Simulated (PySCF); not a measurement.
# Computed properties of Mo(NH)2(Cl)2 (Cl2H2MoN2), SMILES [NH]=[Mo](=[NH])([Cl])[Cl], multiplicity 1

Mo(NH)2(Cl)2 (Cl₂H₂MoN₂), SMILES [NH]=[Mo](=[NH])([Cl])[Cl], multiplicity 1. The structure is a stationary point at PBE0-D3(BJ)/def2-SVP. The multiplicity is an assumed one; no other spin state was optimised. The structure was generated by enumeration; whether it is a known compound was not checked. The def2 effective core potentials stand for the cores of Mo; spin–orbit coupling is left out. The values are those of a single conformer. All values are computed for the isolated molecule unless a solvent is named; none is compared with measurement here.

**Structure.** The optimised structure has C2v symmetry. All 15 harmonic modes at PBE0-D3(BJ)/def2-SVP (PySCF) are real, so it is a minimum. With heavy atoms numbered as in [Mo:1](=[NH:2])(=[NH:4])([Cl:6])[Cl:7], the shortest bond between them is Mo1–N4 at 1.708 Å and the longest Mo1–Cl7 at 2.284 Å.

**Vibrations.** The strongest infrared lines (harmonic, unscaled, degenerate partners summed) lie at 381 cm⁻¹ (298 km/mol, H 80 %, N 18 %), 3622 cm⁻¹ (258 km/mol, H 92 %), 653 cm⁻¹ (240 km/mol, H 66 %, N 27 %). The softest mode is at 108 cm⁻¹ and the zero-point energy is 19.4 kcal/mol.

**Electronic structure.** r2SCAN/def2-TZVP (PySCF) places the frontier levels at -7.38 and -3.45 eV, a gap of 3.93 eV, and gives a dipole moment of 3.42 D and a mean polarisability of 79.4 bohr³. PBE/def2-TZVP (PySCF) at the same geometry gives -7.06 and -3.46 eV, so its gap is 0.33 eV narrower. An orbital gap is neither the optical nor the fundamental gap.

**Excitations.** TDDFT-CAM-B3LYP/def2-SVPD (PySCF) has S1 at 4.08 eV (304 nm, f = 0.007, weak); the most intense of the 10 singlets computed lies at 4.54 eV (f = 0.02). T1 (TDA) is at 3.55 eV. TDDFT-PBE/def2-SVPD (PySCF) puts S1 at 3.72 eV. No vertical singlet excitation falls in the visible range (under 3.1 eV).
